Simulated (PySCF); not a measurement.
Zr(Cl)3(OH) cation (Cl3HOZr), SMILES [OH][Zr]([Cl])([Cl])[Cl] (connectivity only; charge and spin as stated), charge +1, multiplicity 2.

Coordinates come from a PBE0-D3(BJ)/def2-SVP optimisation. The geometry has at least one imaginary mode, so it is a saddle point at that level. The spin state was assumed, not searched. The isomer is the one that the SMILES or the coordinates give; other isomers of the formula were not compared. The def2 effective core potentials stand for the cores of Zr; spin–orbit coupling is left out. Other conformers were not sampled.

Method: TDA-PBE/def2-SVPD (PySCF 2.14.0).

Vertical excitations. 

```json
[
 {"state": "root 1", "energy (eV)": "0.24", "λ (nm)": "5076", "f": "0.000", "main pairs": "β HOMO−1→LUMO 100 %"},
 {"state": "root 2", "energy (eV)": "0.32", "λ (nm)": "3923", "f": "0.001", "main pairs": "β HOMO→LUMO 74 %, β HOMO−2→LUMO 22 %"},
 {"state": "root 3", "energy (eV)": "0.72", "λ (nm)": "1732", "f": "0.001", "main pairs": "β HOMO−4→LUMO 56 %, β HOMO−2→LUMO 40 %"},
 {"state": "root 4", "energy (eV)": "0.90", "λ (nm)": "1372", "f": "0.002", "main pairs": "β HOMO−3→LUMO 89 %"},
 {"state": "root 5", "energy (eV)": "1.16", "λ (nm)": "1067", "f": "0.012", "main pairs": "β HOMO−6→LUMO 49 %, β HOMO−4→LUMO 23 %, β HOMO−2→LUMO 16 %, β HOMO→LUMO 7 %"},
 {"state": "root 6", "energy (eV)": "1.48", "λ (nm)": "837", "f": "0.021", "main pairs": "β HOMO−6→LUMO 45 %, β HOMO−7→LUMO 22 %, β HOMO−2→LUMO 12 %, β HOMO−4→LUMO 11 %"},
 {"state": "root 7", "energy (eV)": "1.80", "λ (nm)": "689", "f": "0.006", "main pairs": "β HOMO−8→LUMO 79 %, β HOMO−5→LUMO 18 %"},
 {"state": "root 8", "energy (eV)": "1.89", "λ (nm)": "657", "f": "0.004", "main pairs": "β HOMO−9→LUMO 64 %, β HOMO−7→LUMO 31 %"},
 {"state": "root 9", "energy (eV)": "2.00", "λ (nm)": "621", "f": "0.042", "main pairs": "β HOMO−7→LUMO 44 %, β HOMO−9→LUMO 34 %"},
 {"state": "root 10", "energy (eV)": "2.45", "λ (nm)": "506", "f": "0.106", "main pairs": "β HOMO−5→LUMO 62 %, β HOMO−8→LUMO 19 %"}
]
```
Unrestricted roots are not spin-pure.
